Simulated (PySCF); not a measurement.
Geometry:
| atom | x (Å) | y (Å) | z (Å) |
| --- | --- | --- | --- |
| Al1 | 2.478 | 0.516 | -0.058 |
| O2 | 0.559 | 0.150 | -0.370 |
| C3 | -0.429 | 1.130 | 0.006 |
| C4 | -1.742 | 0.374 | -0.024 |
| C5 | -1.314 | -1.030 | 0.394 |
| C6 | 0.015 | -1.187 | -0.320 |
| H7 | 2.610 | 1.935 | -0.793 |
| H8 | 3.102 | -0.786 | -0.757 |
| H9 | 2.471 | 0.541 | 1.554 |
| H10 | -0.363 | 1.965 | -0.705 |
| H11 | -0.181 | 1.497 | 1.016 |
| H12 | -2.492 | 0.819 | 0.644 |
| H13 | -2.160 | 0.364 | -1.044 |
| H14 | -1.171 | -1.080 | 1.485 |
| H15 | -2.033 | -1.810 | 0.109 |
| H16 | 0.737 | -1.832 | 0.199 |
| H17 | -0.100 | -1.543 | -1.355 |

Geometry: PBE0-D3(BJ)/def2-SVP; GIAO absolute shieldings from PySCF 2.14, gas phase, non-relativistic, averaged over equivalent atoms.

At HF/pcSseg-1 (164 basis functions, 9.9 s wall time on 1 thread of an x86-64 server CPU, shared host):
| atoms | σ (ppm) |
| --- | --- |
| Al1 | 460.0 |
| O2 | 326.9 |
| C3/C6 | 125.4 |
| C4/C5 | 166.0 |
| H10/H11/H16/H17 | 27.84 |
| H7/H8/H9 | 27.96 |
| H12/H13/H14/H15 | 29.91 |

Estimate the result of repeating the calculation with PBE0/pcSseg-1.

## Answers


```tsv
atoms	σ at PBE0/pcSseg-1	change
Al1	411.1	-48.9
O2	294.6	-32.3
C3/C6	111.2	-14.2
C4/C5	155.8	-10.2
H10/H11/H16/H17	27.28	-0.56
H7/H8/H9	27.10	-0.86
H12/H13/H14/H15	29.38	-0.53
```

The largest change is at Al1 (aluminium bonded to O, 3 H). Cost: 164 basis functions, 27 s wall time on 1 thread of an x86-64 server CPU, shared host.
